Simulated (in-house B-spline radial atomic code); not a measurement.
Configurations of Cl3+, with energies counted from [Ne] 3s2 3p2. Method: non-relativistic LDA VWN5, spin-polarised, spherical fractional occupations, point nucleus. Calculated with a radial B-spline atomic code at the basis-set limit. Shells without spins written out take the highest spin.

Occupations are held fixed; configurations that lie above the ionisation limit could autoionise.

```json
{"configuration": "[Ne] 3s2 3p(1 up, 1 down)", "E - E(ref) (eV)": "1.3292", "highest orbital": "3p up", "its <r> (bohr)": "1.516"}
{"configuration": "[Ne] 3s(1 up, 0 down) 3p(1 up, 2 down)", "E - E(ref) (eV)": "14.744", "highest orbital": "3p down", "its <r> (bohr)": "1.513"}
{"configuration": "[Ne] 3s2 3p1 3d1", "E - E(ref) (eV)": "19.209", "highest orbital": "3d up", "its <r> (bohr)": "1.764"}
{"configuration": "[Ne] 3s2 3p1 4s1", "E - E(ref) (eV)": "26.444", "highest orbital": "4s up", "its <r> (bohr)": "3.134"}
{"configuration": "[Ne] 3s2 3p(0 up, 1 down) 4f(0 up, 1 down)", "E - E(ref) (eV)": "38.864", "highest orbital": "4f down", "its <r> (bohr)": "4.101"}
{"configuration": "[He] 2s2 2p5 3s2 3p3", "E - E(ref) (eV)": "199.33", "highest orbital": "3p up", "its <r> (bohr)": "1.411"}
{"configuration": "[He] 2s2 2p5 3s2 3p2 3d1", "E - E(ref) (eV)": "219.9", "highest orbital": "3d up", "its <r> (bohr)": "1.585"}
```

Order these further configurations by energy, lowest first.
A. [Ne] 3s(1 up, 0 down) 3p(1 up, 1 down) 3d(0 up, 1 down)
B. [He] 2s2 2p5 3s2 3p2 4p1
C. [Ne] 3s1 3p2 4s1
D. [He] 2s2 2p5 3s2 3p2 4f1
E. [Ne] 3s2 3p1 4d1

A (33.798 eV), E (36.037 eV), C (36.429 eV), B (233.73 eV), D (243.07 eV).

How far above the reference does [Ne] 3s1 3p2 4d1 lie?

46.127 eV; its least bound orbital is 4d up with <r> = 4.041 bohr.

How far above the reference does [Ne] 3s(1 up, 0 down) 3p(1 up, 1 down) 4p(1 up, 0 down) lie?

44.163 eV; its least bound orbital is 4p up with <r> = 3.434 bohr.
